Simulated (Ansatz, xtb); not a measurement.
Two isomers of C6H7NO2

We compare X, `Oc1cc(C2CC2)no1`, a singlet, with Y, `O=C1CC(C2CC2)=NO1`, a singlet. Both are isolated molecules in the gas phase, relaxed with B3LYP-D3(BJ)/def2-SVP; the shapes shown needn't be the lowest conformers.

X (Å):

```
atom    x (Å)    y (Å)    z (Å)
   C   1.9270  -0.6322   0.7450
   C   1.4457  -1.3684  -0.3029
   C   0.1099  -0.8809  -0.4470
   C  -0.8957  -1.3251  -1.4379
   C  -1.8949  -0.3292  -1.9933
   C  -2.3593  -1.3902  -1.0452
   N  -0.1735   0.0574   0.4337
   O   3.1102  -0.6272   1.3496
   O   0.9975   0.2126   1.1970
   H   3.0964   0.0318   2.0608
   H   1.9593  -2.1323  -0.8771
   H  -0.5280  -2.0961  -2.1192
   H  -1.8154   0.6924  -1.6136
   H  -2.1596  -0.4154  -3.0506
   H  -2.9506  -2.2231  -1.4352
   H  -2.5952  -1.0894  -0.0214
```

Y (Å):

```xyz
16

C    -1.1226    0.8258    2.7454
C     0.2648    0.7835    2.1243
C    -0.0589    0.3425    0.7329
C     0.9266    0.1258   -0.3449
C     0.6875   -0.9721   -1.3687
C     0.5503    0.4557   -1.7805
N    -1.3198    0.1637    0.5550
O    -1.4721    1.1141    3.8497
O    -2.0019    0.4488    1.7603
H     0.7455    1.7743    2.1693
H     0.9170    0.0799    2.6669
H     1.9601    0.3124   -0.0437
H     1.5588   -1.5384   -1.7078
H    -0.2279   -1.5542   -1.2362
H    -0.4588    0.8482   -1.9291
H     1.3245    0.9005   -2.4112
```

Quicker runs give these differences E(Y) − E(X): GFN2-xTB +0.8 kcal/mol; HF/STO-3G −4.4 kcal/mol (at GFN2-xTB geometries); r2SCAN-D4/def2-SVP −4.7 kcal/mol (at GFN2-xTB geometries).

Q: Estimate E(Y) − E(X) at the level CCSD(T)/def2-SVP + ΔMP2/def2-TZVPP.

A: Calculated at CCSD(T)/def2-SVP + ΔMP2/def2-TZVPP: E(Y) − E(X) = −5.3 kcal/mol, so structure Y lies lower.

How the difference moves with the method:

```tsv
level	geometry	E(Y) − E(X) (kcal/mol)	departure from the last row (kcal/mol)	job, with rough time for the two
GFN2-xTB	GFN2-xTB	+0.8	+6.1	optimisation, 0.55 s
HF/STO-3G	GFN2-xTB	−4.4	+0.9	single point, 0.88 s
r2SCAN-D4/def2-SVP	GFN2-xTB	−4.7	+0.5	single point, 11 s
B3LYP-D3(BJ)/def2-SVP	B3LYP-D3(BJ)/def2-SVP	−5.3	0.0	optimisation, 83 s
HF/def2-SVP	B3LYP-D3(BJ)/def2-SVP	−6.4	−1.1	part of the CCSD(T) run
MP2/def2-SVP	B3LYP-D3(BJ)/def2-SVP	−4.7	+0.6	part of the CCSD(T) run
CCSD(T)/def2-SVP	B3LYP-D3(BJ)/def2-SVP	−7.0	−1.7	single point
CCSD(T)/def2-SVP + ΔMP2/def2-TZVPP	B3LYP-D3(BJ)/def2-SVP	−5.3		single point, 7 min
```

As drawn, Y has 1 C=O, 2 C–C, 1 C=N, 1 N–O, 1 C–H in place of 2 C∷C, 1 C∷N, 1 N∷O, 1 C∷O, 1 O–H (∷ is an aromatic bond). Structure X has a 3-membered ring and a 5-membered ring (with an aromatic ring), Y a 3-membered ring and a 5-membered ring.

GFN2-xTB puts the two in the other order. The largest departure from CCSD(T)/def2-SVP + ΔMP2/def2-TZVPP is that of GFN2-xTB, 6.1 kcal/mol. The last row adds to CCSD(T) the change of the MP2 difference between the two basis sets, here +1.7 kcal/mol.

With thermal terms from frequencies at re-optimised GFN2-xTB minima (ideal gas, soft modes damped towards free rotors, one conformer each, 298.15 K, 1 atm): the zero-point term adds −0.3 kcal/mol; ΔH is −5.6 and ΔG −5.7 kcal/mol.

The correlated steps freeze 9 core orbitals. Programs: Ansatz 0.2.0, xtb 6.7.1; the last row on 2 threads of Arm Neoverse V1 on a shared host.
